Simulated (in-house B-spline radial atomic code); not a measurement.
Configurations of Rb IV (Rb3+), with energies counted from [Ar] 3d10 4s2 (4p1/2)2 (4p3/2)2. Method: Dirac-Hartree-Fock, average of each configuration as written, Fermi nucleus of rms radius 4.2036 fm. Calculated with a radial B-spline atomic code at the basis-set limit. Energies include first-order Breit, QED and recoil terms.

Occupations are held fixed; configurations that lie above the ionisation limit could autoionise.

| configuration | E - E(ref) (eV) | highest orbital | its <r> (bohr) |
| --- | --- | --- | --- |
| [Ar] 3d10 4s2 (4p1/2)1 (4p3/2)3 | 0.73336 | 4p3/2 | 1.591 |
| [Ar] 3d10 4s1 (4p1/2)2 (4p3/2)2 (7g9/2)1 | 67.581 | 7g9/2 | 15.83 |
| [Ar] 3d10 4s1 (4p3/2)4 (8p1/2)1 | 69.227 | 8p1/2 | 14.44 |
| [Ar] 3d10 4s1 (4p1/2)1 (4p3/2)3 (8g7/2)1 | 69.437 | 8g7/2 | 21.44 |
| [Ne] 3s2 (3p1/2)1 (3p3/2)4 3d10 4s2 (4p3/2)4 (5f7/2)1 | 288.1 | 5f7/2 | 7.265 |

**Question.** Order these further configurations by energy, lowest first.
A. [Ar] (3d3/2)3 (3d5/2)6 4s2 (4p1/2)2 (4p3/2)3
B. [Ar] 3d10 4s2 (4p3/2)4
C. [Ar] 3d10 4s1 (4p1/2)1 (4p3/2)3 (4d5/2)1
D. [Ar] 3d10 4s2 (4p3/2)3 (6p1/2)1
E. [Ar] (3d3/2)4 (3d5/2)5 4s2 (4p1/2)2 (4p3/2)2 8s1

**Answer.** B (2.5711 eV), D (42.367 eV), C (43.658 eV), A (100.09 eV), E (147.35 eV).
